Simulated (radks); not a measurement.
Species: K15+. Configuration: [He] 2s2. Method: Dirac Kohn-Sham, PBE, spin-unpolarised, spherical densities, finite nucleus; Fermi nuclear charge, rms radius 3.4349 fm; computed with a radial shooting solver on a logarithmic mesh with Libxc functionals.

Radial electron density D(r) = 4 pi r^2 rho(r):

| r (bohr) | D(r) (e/bohr) |
|---|---|
| 0.007665 | 2.677 |
| 0.008437 | 3.144 |
| 0.009287 | 3.681 |
| 0.01022 | 4.296 |
| 0.01125 | 4.995 |
| 0.01239 | 5.785 |
| 0.01363 | 6.671 |
| 0.01501 | 7.656 |
| 0.01652 | 8.739 |
| 0.01819 | 9.918 |
| 0.02002 | 11.18 |
| 0.02204 | 12.52 |
| 0.02426 | 13.91 |
| 0.02691 | 15.44 |
| 0.02963 | 16.82 |
| 0.03261 | 18.15 |
| 0.0359 | 19.34 |
| 0.03951 | 20.36 |
| 0.04349 | 21.12 |
| 0.04788 | 21.57 |
| 0.0527 | 21.65 |
| 0.05801 | 21.32 |
| 0.06386 | 20.55 |
| 0.07029 | 19.36 |
| 0.07737 | 17.78 |
| 0.08517 | 15.89 |
| 0.09375 | 13.80 |
| 0.1032 | 11.66 |
| 0.1136 | 9.607 |
| 0.126 | 7.670 |
| 0.1387 | 6.281 |
| 0.1527 | 5.359 |
| 0.1681 | 4.927 |
| 0.1851 | 4.941 |
| 0.2037 | 5.290 |
| 0.2242 | 5.817 |
| 0.2468 | 6.337 |
| 0.2717 | 6.677 |
| 0.2991 | 6.709 |
| 0.3292 | 6.375 |
| 0.3624 | 5.697 |
| 0.3989 | 4.765 |
| 0.4391 | 3.714 |
| 0.4833 | 2.685 |
| 0.532 | 1.790 |
| 0.5903 | 1.046 |
| 0.6498 | 0.5764 |
| 0.7153 | 0.2861 |
| 0.7873 | 0.1267 |
| 0.8667 | 0.04950 |
| 0.954 | 0.01687 |
| 1.05 | 0.004949 |
| 1.156 | 0.001233 |

D(r) has 2 maxima, at r = 0.0510, 0.287 bohr, and minima at 0.175 bohr, inside which lie 2.07 electrons.
